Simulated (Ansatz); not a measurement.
Reactions of `S[SiH2][SeH]`.

Program: Ansatz. Geometries: PBE0-D4/def2-TZVP. ΔE: electronic, gas phase. CCSD(T)/CBS adds triple-zeta CCSD(T) − MP2 to the extrapolated MP2 energy (def2 sets, frozen cores). This one scheme is used for every species. Double bonds are as drawn, so ΔE can hold a change between cis and trans. DFT in def2-TZVPP. For Se outer-core shells are correlated without core-valence functions, which leaves a few kJ/mol of doubt a bond. Scalar relativity is left out up to krypton. Each species was taken in one conformer, which may not be the lowest.

```
                                                                     reaction  PBE-D4 (kcal/mol)  ωB97M-V (kcal/mol)  CCSD/CBS(def2) (kcal/mol)  ωB97X-V (kcal/mol)  CCSD(T)/CBS(def2) (kcal/mol)
`S[SiH2][SeH]` + `[SiH3]/C=C/C[SiH3]` → `[SiH3]C[SiH2][SeH]` + `[SiH3]/C=C\S`               12.3                13.4                       14.6                13.8                          13.8
              `S[SiH2][SeH]` + `O=CC[SiH3]` → `O=CC([SiH3])[SeH]` + `[SiH3]S`               23.9                25.6                       26.1                25.4                          25.1
                 `S[SiH2][SeH]` + `C[O][AlH2]` → `C[O][AlH][SeH]` + `[SiH3]S`              -13.8               -14.5                      -15.1               -14.5                         -14.9
                                  `S[SiH2][SeH]` + CH₃SH → `CS[SiH2]S` + H₂Se               -1.4                -1.1                       -0.2                -1.0                          -0.6
                      `S[SiH2][SeH]` + `C=CCCCl` → `ClC[SiH2][SeH]` + `C=CCS`               19.2                19.7                       20.0                19.9                          19.8
```

Largest T1 diagnostic: 0.014, for `O=CC[SiH3]`.
